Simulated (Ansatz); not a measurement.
Mulliken charges of CH₅ClGaNO, SMILES `C[O][Ga]([NH2])[Cl]` from ωB97M-V/def2-TZVPP in Ansatz (PBE0-D4/def2-TZVP geometry).

```json
{"atom": "C1", "x (Å)": "-0.814", "y (Å)": "-0.261", "z (Å)": "-1.779", "charge (e)": "-0.151"}
{"atom": "O2", "x (Å)": "0.275", "y (Å)": "-0.134", "z (Å)": "-0.896", "charge (e)": "-0.396"}
{"atom": "Ga3", "x (Å)": "0.117", "y (Å)": "0.141", "z (Å)": "0.842", "charge (e)": "0.583"}
{"atom": "N4", "x (Å)": "1.576", "y (Å)": "0.378", "z (Å)": "1.865", "charge (e)": "-0.335"}
{"atom": "Cl5", "x (Å)": "-1.846", "y (Å)": "0.290", "z (Å)": "1.678", "charge (e)": "-0.267"}
{"atom": "H6", "x (Å)": "-0.769", "y (Å)": "-1.234", "z (Å)": "-2.280", "charge (e)": "0.111"}
{"atom": "H7", "x (Å)": "-0.758", "y (Å)": "0.520", "z (Å)": "-2.545", "charge (e)": "0.112"}
{"atom": "H8", "x (Å)": "-1.786", "y (Å)": "-0.180", "z (Å)": "-1.280", "charge (e)": "0.098"}
{"atom": "H9", "x (Å)": "1.515", "y (Å)": "0.348", "z (Å)": "2.868", "charge (e)": "0.121"}
{"atom": "H10", "x (Å)": "2.491", "y (Å)": "0.132", "z (Å)": "1.527", "charge (e)": "0.123"}
```

Question: By hand: the dipole of these point charges (1 e Å = 4.8032 D).

Answer: Σ q r = (0.192, -0.067, -0.087) e Å, of length 0.221 e Å = 1.06 D.

Question: How does the dipole of the full density compare? (An estimate is asked.)

Answer: Ansatz gave: (0.260, -0.106, 0.059) e Å, 1.38 D; the point charges give 0.77 times that, at 35° from its direction.

Point charges leave out the atoms' own dipoles, such as those of lone pairs, and Mulliken's split depends on the basis, so the two needn't agree.
